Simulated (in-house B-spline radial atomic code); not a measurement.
Values are calculated unless marked as measured or tabulated.
C6 from the polarisability at imaginary frequency: neutral helium

HSE06 linear response of the closed shell 1s2, from an all-electron radial atomic-structure program (B-spline basis); scalar-relativistic (spin-free one-electron X2C), finite nucleus, no spin-orbit coupling.

The dispersion coefficient of two like species is C6 = (3/π) ∫ α(iu)² du from 0 to ∞.

```tsv
u (hartree)	α(iu) (bohr³)
0	1.493
0.03	1.491
0.07	1.483
0.12	1.466
0.2	1.421
0.3	1.342
0.45	1.198
0.7	0.9528
1	0.7136
1.5	0.4562
2.5	0.2223
5	0.06914
```

Question: Fit one oscillator, α(iu) = α(0)/(1 + u²/ω²), through u = 1 and estimate C6.

Answer: From α(0)/α(iu) − 1 = 1.493/0.7136 − 1 = 1.0922, ω = u/√1.0922 = 0.9569 hartree (26.0 eV). London's formula gives C6 = (3/4) α(0)² ω = 0.75 × 1.493² × 0.9569 = 1.6 hartree·bohr⁶, and the oscillator holds f = α(0) ω² = 1.37 electrons, of a sum of oscillator strengths of 2.0.

Question: How does that compare with the full integral?

Answer: The program's quadrature over all excitations gives C6 = 1.611, so the single oscillator is off by -0.7 %. At the last point the fit gives α = 0.0527 against 0.0691: higher excitations, and deeper shells where there are any, keep the true curve higher at large u.
